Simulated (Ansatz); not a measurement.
Geometry optimisation, UKS PBE0-D4/def2-SVP in Ansatz.

The input (input.yaml):

```yaml
crystal:
  periodic: [false, false, false]
  atoms:
    - { symbol: B, position_ang: [0.022557, 0.027053, -0.145688] }
    - { symbol: H, position_ang: [0.054148, 0.095623, 1.047489] }
    - { symbol: Cl, position_ang: [1.50942, -0.021102, -1.037958] }
    - { symbol: Cl, position_ang: [-1.507148, -0.012893, -0.970239] }
    - { symbol: O, position_ang: [-0.052058, -0.022803, 3.250333] }
    - { symbol: H, position_ang: [-0.541319, -0.866978, 3.273163] }
magnetization:
  spin_polarized: true
  initial_magnetization: 1
basis:
  gaussian: { orbitals: def2-SVP }
hamiltonian:
  xc: pbe0
  dispersion: d4
relax:
  f_tol: 0.03
  max_steps: 50
```

Run as:

```bash
$ ansatz run input.yaml --threads 2 --pin off --max-ram 3072MiB --backend cpu --events-out ev --progress --plain --runs-dir out
```

Q: Where does it end, and by what steps?

A: It converged. After 15 steps the energy has fallen by 0.016 eV; H6 moved furthest, 0.39 Å.

| step | energy less start (eV) | largest force component (eV/Å) | accepted |
| --- | --- | --- | --- |
| 0 | 0.0000 | 0.196 | yes |
| 1 | 0.0625 | 1.079 | no |
| 2 | -0.0009 | 0.231 | yes |
| 3 | -0.0039 | 0.141 | yes |
| 4 | -0.0043 | 0.131 | yes |
| 5 | -0.0051 | 0.071 | yes |
| 6 | -0.0064 | 0.053 | yes |
| 7 | -0.0082 | 0.070 | yes |
| 8 | -0.0088 | 0.540 | yes |
| 9 | -0.0124 | 0.226 | yes |
| 10 | -0.0147 | 0.081 | yes |
| 11 | -0.0092 | 0.267 | no |
| 12 | -0.0153 | 0.106 | yes |
| 13 | -0.0160 | 0.072 | yes |
| 14 | -0.0163 | 0.037 | yes |
| 15 | -0.0164 | 0.020 | yes |

```xyz
6
Properties=species:S:1:pos:R:3
B 0.076 0.057 0.003
H 0.228 0.301 1.178
Cl 1.469 -0.130 -1.017
Cl -1.531 -0.110 -0.638
O -0.208 -0.006 3.007
H -0.547 -0.913 2.884
```

Run time: 55 s on 2 threads of Arm Neoverse V2, on a shared host, peak memory 0.21 GiB.
